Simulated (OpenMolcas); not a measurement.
A calculation on Ru III.

```
Program             : OpenMolcas 26.06
Method              : SS-CASPT2, IPEA 0.25 Eh, imaginary shift 0.1 Eh (closed shells correlated: 4s 4p)
Basis               : ANO-RCC-VTZP [7s6p4d2f1g]
Scalar Hamiltonian  : DKH2, point nucleus
Active space        : 6 electrons in 6 orbitals (4d 5s)
State averaging     : 2S+1 = 5 even, 30 roots; 2S+1 = 7 even, 1 root kept (CI in the orbitals of an earlier block); 2S+1 = 3 even, 127 roots kept (CI in the orbitals of an earlier block, 107 in the spin-orbit step); 2S+1 = 1 even, 102 roots kept (CI in the orbitals of an earlier block, 62 in the spin-orbit step)
Spin-orbit coupling : state interaction with AMFI integrals over the reference wave functions, term energies averaged over their components
```

Question: Which level of the active space comes out lowest?

Answer: 4d6 5D4, with 98 % of that term; it is also the measured ground level.

Question: How high does 4d6 3H5 lie?

Answer: 2.030 eV above the lowest level.

Question: How high does 4d6 3F3(1) lie?

Answer: 2.177 eV above the lowest level.

Question: How high does 4d6 3F2(1) lie?

Answer: 2.243 eV above the lowest level.

Question: The level at 1.969 eV has J = 4. What is it made of, and what is its g factor?

Answer: 37 % 4d6 3H4, 34 % 4d6 3F(1), 20 % 4d6 3G; g = 1.026, against 0.800 from Landé's formula for the pure leading term.

Measured values: Moore, Atomic Energy Levels, vol. III, NSRDS-NBS 35 (1971 reprint of NBS Circular 467, 1958).

CASPT2 does not keep the components of a term degenerate, so their means are used; among the terms shown or strongly mixed into the levels shown the widest spread is 110 cm-1 (4d6 3F(1)). Some high roots are left out of the spin-orbit mixing, which shifts the levels that they would mix with. Terms from blocks run as CI alone lack orbitals of their own. Measured partners are found by configuration, term and J. A level has none where our copy of the source lacks it or the pairing is in doubt (some pairs that miss far off the trend of their configuration count as doubtful), and it then counts in no deviation. Only configurations of the active space appear.

A number in round brackets counts repeated terms of one configuration in the order of the reference energies.
